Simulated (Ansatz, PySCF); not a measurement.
CH4 (SMILES C) and CH6Si (SMILES C[SiH3]) are pulled apart as rigid monomers along the line of their centres of mass, from the B3LYP-D3(BJ)/def2-TZVP minimum. Starting geometry (charge 0, multiplicity 1):
```xyz
13

C     -0.08193     0.00141    -0.31313
H     -1.03740    -0.09534     0.20060
H      0.30176     1.01278    -0.18486
H      0.62756    -0.71108     0.10463
H     -0.21934    -0.20104    -1.37434
C     -0.17652     1.26543     3.41524
Si     0.16591    -0.57483     3.53435
H     -0.29914     1.57077     2.37528
H      0.64515     1.84224     3.84365
H     -1.08883     1.52562     3.95509
H     -0.94982    -1.35547     2.94695
H      0.32280    -0.98311     4.95218
H      1.41172    -0.92530     2.81039
```

Interaction energies with rigid monomers; basis-set methods are counterpoise corrected unless marked otherwise.

Frozen-core correlation. Rows in 6-31G* carry no dispersion term and start afresh at each structure (6-31G* with six Cartesian d functions).

Run with Ansatz (a quantum-chemistry and plane-wave program); PySCF for 6-31G* rows, the dispersion terms. 

```json
[
 {"C1···Si7 (Å)": "3.51", "HF/aug-cc-pV(D+d)Z (kcal/mol)": "2.88", "r2SCAN/def2-TZVPPD (kcal/mol)": "0.38", "r2SCAN-D4/def2-TZVPPD (kcal/mol)": "-0.11", "M06-2X/6-31G* (no counterpoise) (kcal/mol)": "-0.92", "CCSD(T)/aug-cc-pV(D+d)Z (kcal/mol)": "0.23"},
 {"C1···Si7 (Å)": "3.90", "HF/aug-cc-pV(D+d)Z (kcal/mol)": "0.76", "r2SCAN/def2-TZVPPD (kcal/mol)": "-0.43", "r2SCAN-D4/def2-TZVPPD (kcal/mol)": "-0.85", "M06-2X/6-31G* (no counterpoise) (kcal/mol)": "…", "CCSD(T)/aug-cc-pV(D+d)Z (kcal/mol)": "-0.77"},
 {"C1···Si7 (Å)": "4.48", "HF/aug-cc-pV(D+d)Z (kcal/mol)": "…", "r2SCAN/def2-TZVPPD (kcal/mol)": "-0.31", "r2SCAN-D4/def2-TZVPPD (kcal/mol)": "-0.61", "M06-2X/6-31G* (no counterpoise) (kcal/mol)": "-0.69", "CCSD(T)/aug-cc-pV(D+d)Z (kcal/mol)": "-0.61"},
 {"C1···Si7 (Å)": "5.44", "HF/aug-cc-pV(D+d)Z (kcal/mol)": "-0.02", "r2SCAN/def2-TZVPPD (kcal/mol)": "-0.07", "r2SCAN-D4/def2-TZVPPD (kcal/mol)": "-0.22", "M06-2X/6-31G* (no counterpoise) (kcal/mol)": "-0.18", "CCSD(T)/aug-cc-pV(D+d)Z (kcal/mol)": "-0.21"},
 {"C1···Si7 (Å)": "7.00", "HF/aug-cc-pV(D+d)Z (kcal/mol)": "0.00", "r2SCAN/def2-TZVPPD (kcal/mol)": "-0.01", "r2SCAN-D4/def2-TZVPPD (kcal/mol)": "-0.04", "M06-2X/6-31G* (no counterpoise) (kcal/mol)": "-0.01", "CCSD(T)/aug-cc-pV(D+d)Z (kcal/mol)": "-0.04"}
]
```

Q: Fill in the missing entries.

A: 
- 3.90, M06-2X/6-31G* (no counterpoise) (kcal/mol): -1.15
- 4.48, HF/aug-cc-pV(D+d)Z (kcal/mol): 0.06
